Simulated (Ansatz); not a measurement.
Results of the Gaussian-basis code of Ansatz.

`[F][Al][Br]` radical at its PBE0-D4/def2-TZVP geometry, where that method's forces vanish. Charge 0, multiplicity 2.

```
atom    x (Å)    y (Å)    z (Å)
  F1  -1.5801  -0.2721   0.0959
 Al2  -0.2089   0.6415   0.1247
 Br3   1.7890  -0.3694  -0.2206
```

**Question.** For each bond, give half the difference of the two atoms' forces along it (eV/Å; positive pushes the atoms apart) under PBE-D4, r2SCAN-D4, B3LYP-D4, ωB97M-V in def2-TZVPP. (Estimate.)

**Answer.** The calculation gave: 
| bond | length (Å) | PBE-D4 | r2SCAN-D4 | B3LYP-D4 | ωB97M-V |
| --- | --- | --- | --- | --- | --- |
| F1–Al2 | 1.648 | 0.49 | 0.05 | 0.13 | 0.14 |
| Al2–Br3 | 2.266 | 0.10 | 0.00 | 0.14 | 0.02 |

B3LYP here is the variant with VWN-RPA as its local correlation; programs differ in this.
